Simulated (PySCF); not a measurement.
Vertical excitations of a molecule C₃H₁₁ClSi₂ from PySCF with TDA-M06-2X/def2-SVPD, as energy in eV (oscillator strength): 7.77 (0.074), 7.93 (0.079), 8.03 (0.009), 8.12 (0.003), 8.47 (0.081), 8.57 (0.012). Lowest triplet (TDA): 7.56 eV. The structure is a stationary point at PBE0-D3(BJ)/def2-SVP. Other conformers were not sampled.

**Question.** Which structure fits?
(A) C[SiH2]CC[SiH2]Cl
(B) C[Si](C)(Cl)C[SiH3]
(C) C[C@@H]([SiH3])[Si@@H](C)Cl
(D) C[C@H](Cl)C[SiH2][SiH3]

**Answer.** B, C[Si](C)(Cl)C[SiH3]
